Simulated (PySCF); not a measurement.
Ge(H)(F)2(NH2) (F₂GeH₃N), SMILES [NH2][GeH]([F])[F]. Atoms are numbered in the order given.

```xyz
7

Ge    -0.0404    -0.2656     0.0000
N      1.6497     0.3293     0.0000
F     -0.7942     0.4136    -1.4004
F     -0.7942     0.4136     1.4004
H     -0.3723    -1.7547     0.0000
H      2.2064     0.2522    -0.8439
H      2.2064     0.2522     0.8439
```

Geometry optimised at ωB97X-D3(BJ)/def2-SVP. A frequency run showed that this geometry is not a minimum. One conformer was computed; it need not be the lowest.

These are TDA-CAM-B3LYP/def2-SVPD (PySCF) values and carry that method's errors.

Vertical excitations. Isolated molecule, no solvent. State labels are in the subgroup Cs.

Computed UV-visible absorptions:
```tsv
state	symmetry	energy (eV)	λ (nm)	f	main pairs
S1	A'	6.90	180	0.069	HOMO→LUMO 95 %
S2	A"	7.39	168	0.002	HOMO→LUMO+1 96 %
S3	A'	8.06	154	0.005	HOMO→LUMO+2 81 %, HOMO→LUMO+3 14 %
S4	A'	8.70	143	0.119	HOMO→LUMO+3 70 %, HOMO→LUMO+2 14 %
S5	A"	8.85	140	0.003	HOMO→LUMO+4 94 %
S6	A'	9.46	131	0.005	HOMO→LUMO+5 74 %
S7	A"	9.56	130	0.027	HOMO−1→LUMO+1 85 %
S8	A'	9.80	126	0.313	HOMO−1→LUMO 74 %
S9	A'	10.02	124	0.046	HOMO−1→LUMO+2 66 %
S10	A"	10.12	123	0.012	HOMO−2→LUMO 38 %, HOMO−2→LUMO+2 28 %, HOMO−3→LUMO+1 23 %
T1	A'	6.23	199	0	HOMO→LUMO 89 %
T2	A"	7.25	171	0	HOMO→LUMO+1 95 %
T3	A'	7.59	163	0	HOMO→LUMO+2 85 %
T4	A'	7.91	157	0	HOMO→LUMO+3 55 %, HOMO→LUMO+5 19 %
```
Triplets are in the Tamm–Dancoff approximation.
